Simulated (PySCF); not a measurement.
# S²⁺ (sulfur, charge +2): UHF calculation

Configuration: [Ne] 3s2 3p2, high-spin 3P determinant. All numbers are calculated (PySCF 2.14, the spin-free X2C one-electron Hamiltonian (Gaussian nucleus), in cc-pVTZ-DK (5s4p2d1f, 34 functions)).

- Total energy: -397.416837 hartree
- One-electron energy: -536.6754 hartree
- Hartree (Coulomb) energy: 163.7813 hartree
- Exchange energy: -24.5227 hartree
- ⟨S²⟩: 2.0107
- ⟨L²⟩: 2.031
- Sum of ⟨r⟩: 10.50 bohr
- Sum of ⟨r²⟩: 15.06 bohr²
- Traceless quadrupole moment −½Σ⟨3z² − r²⟩ along its main axis: 1.45 e·bohr²
- Langevin diamagnetic susceptibility: -11.9 ×10⁻⁶ cm³/mol
- Time after the integrals: 0.07 s of wall time on 1 thread of Neoverse-V2 (shared host)

```
shell  electrons  mean orbital energy (eV)  spread (eV)  rms radius, mean of both spins (bohr)
 1s α          1                   -2538.2            0                                  0.112
 1s β          1                   -2537.6            0                                  0.112
 2s α          1                   -272.45            0                                  0.515
 2s β          1                   -271.78            0                                  0.515
 2p α          3                   -208.05        0.590                                  0.491
 2p β          3                   -206.87        0.744                                  0.491
 3s α          1                   -48.642            0                                   1.71
 3s β          1                   -42.013            0                                   1.71
 3p α          2                   -34.704            0                                   1.90
```

Densities and radii are taken from the X2C orbitals without a picture-change correction, which distorts them close to the nucleus.
